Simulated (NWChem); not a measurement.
C$_{3}$H$_{2}$F$_{4}$; SMILES FC1(C(C1)(F)F)F

```xyz
9

F     -1.0982     1.3941    -0.3372
C      0.0000     0.7414     0.0338
F      1.0982     1.3941    -0.3372
C      0.0000     0.0000     1.3419
C      0.0000    -0.7414     0.0338
F      1.0982    -1.3941    -0.3372
F     -1.0982    -1.3941    -0.3372
H      0.9332     0.0000     1.9119
H     -0.9332     0.0000     1.9119
```
Atoms are numbered in this order, from 1.

Level: PBE0/def2-SVP (NWChem), optimised geometry, unscaled harmonic frequencies. 

Q: List the harmonic frequencies with IR intensities, and the thermochemistry.

A: 
```tsv
frequency (cm⁻¹)	IR intensity (km/mol)
169	3.2
198	0.0
297	0.8
433	0.0
447	0.0
482	9.9
502	16.8
649	0.3
809	31.7
867	44.7
873	11.8
933	0.0
1034	10.2
1124	77.7
1278	256.1
1337	383.4
1361	0.0
1365	3.1
1597	110.5
3159	4.9
3276	4.1
```

The zero-point energy is 31.7 kcal/mol, the thermal correction to the enthalpy at 298.15 K (with zero-point energy) comes out as 36.0 kcal/mol and the heat capacity Cv comes out as 20.9 cal/(mol K). The entropy at 298.15 K and 1 atm (symmetry number 2) is 76.2 cal/(mol K). The dipole moment is 1.89 D.

Rigid rotor and harmonic oscillator.
